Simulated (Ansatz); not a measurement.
Relaxation of AlH5N2Si (9 atoms, charge 0, multiplicity 1), to a largest force component of 0.02 eV/Å in at most 50 steps.

Level of theory: Ansatz, RKS PBE0/6-31G*.

```xyz
9
Properties=species:S:1:pos:R:3:forces:R:3
N 0.050 1.778 -0.068 -3.07 1.02 -0.14
Si 0.660 0.219 0.367 0.10 -0.51 -0.37
N -0.720 -0.943 0.608 1.54 -1.89 -0.20
Al 0.140 -1.510 -1.046 -0.28 1.28 0.84
H -0.619 1.673 -0.924 1.74 0.32 1.89
H -0.612 2.142 0.708 1.41 -0.52 -1.46
H 1.607 0.204 1.521 -0.09 0.32 0.03
H -0.333 -1.620 1.330 -1.09 0.67 -0.41
H -0.085 -1.989 -2.514 -0.26 -0.68 -0.18
```

Question: Where does it end, and by what steps?

Answer: The run converged. The force dipped under the threshold on the way, but the program's further checks kept it going. After 21 steps the energy has fallen by 1.585 eV; H6 moved furthest, 0.78 Å.

```tsv
step	energy less start (eV)	largest force component (eV/Å)	accepted
0	0.0000	3.070	yes
1	-0.5739	1.857	yes
2	-1.0326	1.570	yes
3	-1.3082	1.735	yes
4	-1.4895	1.072	yes
5	-1.5375	1.168	yes
6	-1.5067	0.489	no
7	-1.5761	0.386	yes
8	-1.5785	0.193	yes
9	-1.5790	0.210	yes
10	-1.5826	0.103	yes
11	-1.5831	0.092	yes
12	-1.5835	0.018	yes
13	-1.5839	0.056	yes
14	-1.5834	0.317	no
15	-1.5843	0.033	yes
16	-1.5797	0.597	no
17	-1.5846	0.059	yes
18	-1.5843	0.192	no
19	-1.5851	0.018	yes
20	-1.5853	0.057	yes
21	-1.5854	0.005	yes
```

```xyz
9
Properties=species:S:1:pos:R:3
N -0.271 1.758 0.252
Si 0.540 0.239 0.221
N -0.402 -1.242 0.366
Al 0.318 -1.535 -1.258
H -0.909 2.064 -0.467
H 0.056 2.518 0.832
H 1.612 0.433 1.245
H -0.997 -1.577 1.118
H 0.142 -2.705 -2.326
```

Time of the run: 2.7 min on 1 thread of Intel(R) Xeon(R) Platinum 8259CL CPU @ 2.50GHz (Skylake/Cascade Lake), with other jobs on the host, peak memory 0.17 GiB.
